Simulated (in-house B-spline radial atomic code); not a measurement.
A radial electron density 4πr²n(r) was computed for an atom or ion in its tabulated ground configuration with an all-electron radial atomic-structure program (B-spline basis); method: Dirac-Kohn-Sham LDA PW92, spherical fractional occupations. Columns: r (bohr), 4πr²n(r) (electrons per bohr), bar.

```
0.000615    3.643 #
0.000756     5.06 ##
0.000928    6.976 ##
 0.00114    9.568 ###
  0.0014    13.02 ####
 0.00172    17.57 ######
 0.00211     23.4 ########
  0.0026    30.93 ##########
 0.00319       40 #############
 0.00392     50.8 #################
 0.00481    62.87 ####################
 0.00591    75.65 #########################
 0.00726    87.84 #############################
 0.00891    97.76 ################################
  0.0109    103.7 ##################################
  0.0134    104.7 ##################################
  0.0165      101 #################################
  0.0203    95.41 ###############################
  0.0249    92.92 ##############################
  0.0306    98.21 ################################
  0.0376    112.1 ####################################
  0.0462    128.1 ##########################################
  0.0567    135.2 ############################################
  0.0697      127 #########################################
  0.0856    111.1 ####################################
   0.105    104.9 ##################################
   0.129    115.2 #####################################
   0.159      124 ########################################
   0.195    108.7 ###################################
   0.239    78.41 ##########################
   0.294    63.69 #####################
   0.361    71.36 #######################
   0.443    74.85 ########################
   0.545    59.06 ###################
   0.669    37.42 ############
   0.822    23.45 ########
    1.01    16.22 #####
    1.24    10.33 ###
    1.52    4.997 ##
    1.87    1.601 #
     2.3   0.3142 
    2.82  0.03551 
    3.47 0.001903 
    4.26 4.49e-05
```

Q: Which atom or ion is it?
A. Ir7+
B. W5+
C. W6+
D. Hf6+

A: C. The area under the curve, ∫4πr²n dr = ∫r·4πr²n d(ln r) on this logarithmic grid, is 68 electrons, which only this option has. The configuration is [Xe] 4f14.
